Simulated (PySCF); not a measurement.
CH2I, SMILES [CH2]I, multiplicity 2.

Coordinates come from a B3LYP-D3(BJ)/def2-TZVP optimisation. The isomer is the one that the SMILES or the coordinates give; other isomers of the formula were not compared. The def2 effective core potentials stand for the cores of I; spin–orbit coupling is left out.

Calculation: B3LYP-D3(BJ)/def2-TZVP (PySCF).

Frequencies are harmonic and unscaled.

```json
[
 {"mode": "1", "ν (cm⁻¹)": "184", "IR (km/mol)": "65.0", "moving atoms (share of kinetic energy)": "H 79 %, C 21 %"},
 {"mode": "2", "ν (cm⁻¹)": "618", "IR (km/mol)": "6.4", "moving atoms (share of kinetic energy)": "C 79 %, H 11 %, I 10 %"},
 {"mode": "3", "ν (cm⁻¹)": "852", "IR (km/mol)": "3.4", "moving atoms (share of kinetic energy)": "H 88 %, C 11 %"},
 {"mode": "4", "ν (cm⁻¹)": "1360", "IR (km/mol)": "27.9", "moving atoms (share of kinetic energy)": "H 91 %, C 9 %"},
 {"mode": "5", "ν (cm⁻¹)": "3168", "IR (km/mol)": "2.6", "moving atoms (share of kinetic energy)": "H 97 %"},
 {"mode": "6", "ν (cm⁻¹)": "3320", "IR (km/mol)": "1.3", "moving atoms (share of kinetic energy)": "H 88 %, C 12 %"}
]
```
